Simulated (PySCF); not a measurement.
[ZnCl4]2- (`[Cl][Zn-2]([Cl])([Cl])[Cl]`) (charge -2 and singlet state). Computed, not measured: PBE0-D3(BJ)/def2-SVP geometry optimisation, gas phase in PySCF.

```
atom  x, y, z in Å
Zn1   -0.0056    0.0006    0.0059
Cl2   -0.0073   -0.0278    2.3471
Cl3    2.1977    0.0087   -0.7620
Cl4   -1.0982    1.9215   -0.7690
Cl5   -1.0867   -1.9029   -0.8220
```

Q: What is the longest distance between nuclei?

A: Cl2···Cl5 and Cl2···Cl4, 3.837 Å down to 3.834 Å.

Q: What is the repulsion energy of the bare nuclei, Σ ZA·ZB/RAB?

A: 701.71 Eh over 10 pairs, with full nuclear charges and distances in bohr; the largest single term is 115.66 Eh (Zn1 with Cl3).

Q: How far apart are these pairs, which share no bond: Cl2···Cl3, Cl3···Cl4, Cl3···Cl5?

A: Cl2···Cl3 3.812 Å (2 bonds apart); Cl3···Cl4 3.811 Å (2 bonds apart); Cl3···Cl5 3.801 Å (2 bonds apart).

Q: Where is the centre of mass (commonest isotopes), and what is the radius of gyration?

A: Mass 203.805 u; centre at (-0.001, 0.000, 0.001) Å; Rg = √(Σ m r²/M) = 1.938 Å. As Ia + Ib + Ic = 2 Σ m r², the three principal moments sum to 1530.8 u·Å².

Q: Write the matrix of distances between heavy atoms (Å, lower triangle).

A: 
```
Zn1   0.000
Cl2   2.341  0.000
Cl3   2.333  3.812  0.000
Cl4   2.342  3.834  3.811  0.000
Cl5   2.340  3.837  3.801  3.825  0.000
```

The point group is Td within 0.08 Å; differences among equivalent distances and angles are scatter left by the optimiser. Not checked by PBE0-D3(BJ)/def2-SVP frequencies. Whether so highly charged an anion holds all its electrons in the gas phase wasn't checked; a finite basis holds them in any case. The ion is multiply charged and computed without counter-ions or solvent.
